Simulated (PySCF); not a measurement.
C₃H₇AlFN.
Geometry (PBE0-D3(BJ)/def2-SVP, Å), atoms numbered from 1 in this order:
```
atom  x, y, z in Å
C1     2.968    0.116   -0.123
C2     1.566   -0.153   -0.347
N3     0.451   -0.376   -0.531
Al4   -1.514   -0.814   -0.849
C5    -2.364    0.692    0.165
F6    -3.751    0.548    0.043
H7     3.434    0.456   -1.059
H8     3.470   -0.801    0.218
H9     3.082    0.896    0.643
H10   -1.570   -2.264   -0.171
H11   -1.554   -0.712   -2.447
H12   -2.118    0.700    1.245
H13   -2.094    1.696   -0.218
```

Computed, not measured: PySCF 2.14.0, PBE0-D3(BJ)/def2-SVP geometry optimisation, gas phase.

Masses are those of the commonest isotopes; rigid-rotor values at the optimised geometry. The values belong to one conformer with, in the numbering `[CH3:1][C:2]#[N+:3][AlH2-:4][CH2:5][F:6]`, N3–Al4–C5–F6 180°.

Question: Give the principal moments of inertia and the rotational constants in MHz.

Answer: Ia = 61.95, Ib = 533.54, Ic = 581.44 u·Å²; 505379 MHz·u·Å²/I gives A = 8158, B = 947.2, C = 869.2 MHz.

Question: What kind of rotor is it?

Answer: A near-prolate asymmetric top: κ = (2 × 947.2 − 8158 − 869.2)/(8158 − 869.2) = -0.98.

Question: Is it planar, by Δ = Ic − Ia − Ib?

Answer: Not planar: Δ = Ic − Ia − Ib = -14.05 u·Å². For a rigid frame Δ = −2 Σ m c², so Σ m c² = 7.03 u·Å² lies off the ab plane, practically all of it from hydrogen. The atom farthest from that plane is 1.38 Å away.

Question: List the rotational levels J(Ka,Kc) to J = 5 (MHz).

Answer: Above 0(0,0):
J = 1: 1(0,1) 1816, 1(1,1) 9027, 1(1,0) 9105
J = 2: 2(0,2) 5449, 2(1,2) 12582, 2(1,1) 12816, 2(2,1) 34449, 2(2,0) 34449
J = 3: 3(0,3) 10895, 3(1,3) 17914, 3(1,2) 18382, 3(2,2) 39898, 3(2,1) 39901, 3(3,1) 76148, 3(3,0) 76148
J = 4: 4(0,4) 18155, 4(1,4) 25022, 4(1,3) 25802, 4(2,3) 47163, 4(2,2) 47173, 4(3,2) 83415, 4(3,1) 83415, 4(4,1) 134163, 4(4,0) 134163
J = 5: 5(0,5) 27224, 5(1,5) 33906, 5(1,4) 35077, 5(2,4) 56244, 5(2,3) 56266, 5(3,3) 92499, 5(3,2) 92499, 5(4,2) 143246, 5(4,1) 143246, 5(5,1) 208494, 5(5,0) 208494
Those of J = 1 are B + C, A + C and A + B.

Question: Predict some low-J microwave lines.

Answer: The dipole components are |μa| = 9.68 D, |μb| = 3.06 D, |μc| = 0.01 D. The squared components, which scale the intensities, stand as 1.00 : 0.10 : 0.00 (a : b : c). Some of the stronger lines:

```tsv
type	branch	J(Ka,Kc)	MHz	lower level (cm⁻¹)
a	Q	3(1,2) ← 3(1,3)	468	0.598
a	Q	4(1,3) ← 4(1,4)	780	0.835
a	Q	5(1,4) ← 5(1,5)	1170	1.131
a	R	2(0,2) ← 1(0,1)	3632	0.061
a	R	2(1,1) ← 1(1,0)	3711	0.304
a	R	3(2,1) ← 2(2,0)	5452	1.149
a	R	3(1,2) ← 2(1,1)	5566	0.428
a	R	4(0,4) ← 3(0,3)	7259	0.363
a	R	4(2,3) ← 3(2,2)	7265	1.331
a	R	4(3,2) ← 3(3,1)	7267	2.540
a	R	4(1,3) ← 3(1,2)	7420	0.613
a	R	5(1,5) ← 4(1,4)	8884	0.835
a	R	5(4,1) ← 4(4,0)	9083	4.475
a	R	5(2,3) ← 4(2,2)	9093	1.574
```

No frequency check. Zero-point vibration and centrifugal distortion are left out. A rigid rotor knows nothing of internal rotation, which can split or shift real lines. Quadrupole hyperfine structure (14N, 27Al) is left out.
